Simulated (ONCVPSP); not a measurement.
## Before and after: ONCV potential for lead (Pb)

```json
{
  "Element": "lead",
  "Generator": "ONCVPSP 4.0.1",
  "Type": "optimised norm-conserving Vanderbilt (ONCV)",
  "Functional": "PBE",
  "Relativity": "fully relativistic",
  "Frozen core": "[Kr] 4d10 4f14",
  "Valence charge": "22",
  "Reference configuration": "5s2 5p6 5d10 6s2 6p2",
  "Partial waves": "5s+6s: rc 1.40 bohr, ncon 4, nbas 7, qcut 10.9 1/bohr, 2 projectors; 5p+6p: rc 1.30 bohr, ncon 4, nbas 7, qcut 11.1 1/bohr, 2 projectors; 5d: rc 1.60 bohr, ncon 4, nbas 9, qcut 11.6 1/bohr, 3 projectors, debl 3.6 Ha; f scattering state at 0.28 Ha: rc 1.70 bohr, ncon 5, nbas 9, qcut 7.4 1/bohr, 2 projectors, debl 4 Ha",
  "Local potential": "polynomial inside 1.25 bohr (lpopt 5, dvloc0 0 Ha)",
  "Core correction": "Teter function, fcfact 5, rcfact 1.4"
}
```

Open shells are filled in proportion to 2j + 1.

Change: s: rc 1.86.

Cutoffs: the cutoffs (Ha) at which the residual kinetic energy of the hardest occupied pseudo-wave falls to 1 and 0.1 mHa per electron; they do not see the model core or the augmentation charge, which bear on the density cutoff. Errors are all-electron minus pseudo energies relative to the spin-unpolarised reference configuration.

Question: Predict the effect on cutoff, ghosts and configuration errors.

Answer: The potential gets neither clearly harder nor softer (43 Ha and 51 Ha → 43 Ha and 51 Ha); the p channel sets the loose cutoff, while the largest relative change is in s, which becomes softer; of the 4 tests that both files solve, the error grows in 2 and shrinks in 0 by more than 15 % and 0.3 meV (median size 0.6 → 2.3 meV); neither file shows a bound ghost.

```csv
quantity,base,changed
"cutoff, loose",43 Ha,43 Ha
"cutoff, tight",51 Ha,51 Ha
loose cutoff by channel,"s 39 Ha, p 43 Ha, d 28 Ha","s 27 Ha, p 43 Ha, d 28 Ha"
bound ghosts,none,none
GHOST(+) flags under 300 eV,none,s at 235.8 eV
"error for 5s2 5p6 5d10 6s2 6p1, meV [ΔE 6.70 eV]",+0.5,+0.5
"error for 5s2 5p6 5d10 6s2 6p0, meV [ΔE 20.30 eV]",+1.2,+1.4
"error for 5s2 5p6 5d10 6s1 6p0, meV [ΔE 52.71 eV]",-0.7,-3.9
"error for 5s2 5p6 5d10 6s1 6p2, meV [ΔE 16.05 eV]",-0.5,-3.1
p3/2: phases at 1.32 bohr within 0.05 rad from the reference energy up to (Ha; the scan ends near 5),to the end of the scan,to the end of the scan
p1/2: phases at 1.32 bohr within 0.05 rad from the reference energy up to (Ha; the scan ends near 5),to the end of the scan,to the end of the scan
d5/2: phases at 1.62 bohr within 0.05 rad from the reference energy up to (Ha; the scan ends near 5),to the end of the scan,to the end of the scan
d3/2: phases at 1.62 bohr within 0.05 rad from the reference energy up to (Ha; the scan ends near 5),to the end of the scan,to the end of the scan
f7/2: phases at 1.72 bohr within 0.05 rad from the reference energy up to (Ha; the scan ends near 5),n/a,n/a
f5/2: phases at 1.72 bohr within 0.05 rad from the reference energy up to (Ha; the scan ends near 5),n/a,n/a
"rms error of d²Exc/dni dnj with the model core, mHa",2.87,2.67
```
